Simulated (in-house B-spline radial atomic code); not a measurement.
Neutral oxygen is squeezed into an impenetrable sphere of radius R (the orbitals vanish at R). Method: Dirac-Kohn-Sham LDA VWN5, spherical fractional occupations, Fermi nucleus of rms radius 2.6991 fm. Calculated with a B-spline radial code for spherical atoms.

Energies in eV above the free atom in [He] 2s2 2p4:

| R (bohr) | highest level (eV) | [He] 2s2 2p4 | [He] 2s1 2p5 |
| --- | --- | --- | --- |
| 7.03 | -9.17 | 0.005806 | 14.59 |
| 6.11 | -9.11 | 0.02705 | 14.62 |
| 5.39 | -8.97 | 0.09101 | 14.69 |
| 4.01 | -7.79 | 0.9988 | 15.73 |
| 3.83 | -7.4 | 1.383 | 16.16 |
| 2.83 | -1.92 | 9.317 | 24.82 |
| 2.64 | 0.417 | 13.71 | 29.48 |
| 2.16 | 10.8 | 38.1 | 54.72 |
| 1.65 | 37.9 | 124.1 | 140.4 |
| 1.22 | 99.4 | 382.4 | 388.4 |

Q: Does [He] 2s1 2p5 fall below [He] 2s2 2p4 under compression?

A: No, it stays above over the whole range.

The highest level is first positive in the row R = 2.64 bohr, pushed up by confinement above the zero of the free ion's potential. Each configuration is held fixed and needn't be the lowest in the sphere.
